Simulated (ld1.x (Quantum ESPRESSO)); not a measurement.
Configuration tests for Fe (TM)

iron, norm-conserving Troullier–Martins (Kleinman–Bylander form), made with ld1.x (Quantum ESPRESSO) 7.5 (PBE, scalar-relativistic). Core [Ar], reference 3d6 4s1.75 4p0.25. Waves: 4p (bound): rc 2.35 bohr; 3d (bound): rc 1.00 bohr; 4s (bound): rc 2.45 bohr. Local part: the s channel. Core correction: none.

Energies are relative to the spin-unpolarised reference configuration 3d6 4s1.75 4p0.25; without spin polarisation the order of configurations can differ from experiment.

```json
{"valence configuration": "3d6 4s2 4p0", "charge": "0", "ΔE all-electron (eV)": "-1.000", "error AE − PS (meV)": "+0.3"}
{"valence configuration": "3d6 4s1 4p0", "charge": "+1", "ΔE all-electron (eV)": "7.729", "error AE − PS (meV)": "+3.8"}
{"valence configuration": "3d6 4s0 4p0", "charge": "+2", "ΔE all-electron (eV)": "23.933", "error AE − PS (meV)": "+71"}
{"valence configuration": "3d6 4s1.5 4p0", "charge": "+0.5", "ΔE all-electron (eV)": "2.484", "error AE − PS (meV)": "0.0"}
{"valence configuration": "3d4 4s0 4p0", "charge": "+4", "ΔE all-electron (eV)": "111.245", "error AE − PS (meV)": "-1593"}
{"valence configuration": "3d7 4s1 4p0", "charge": "0", "ΔE all-electron (eV)": "-1.791", "error AE − PS (meV)": "-235"}
{"valence configuration": "3d7 4s0 4p0", "charge": "+1", "ΔE all-electron (eV)": "5.637", "error AE − PS (meV)": "-346"}
```
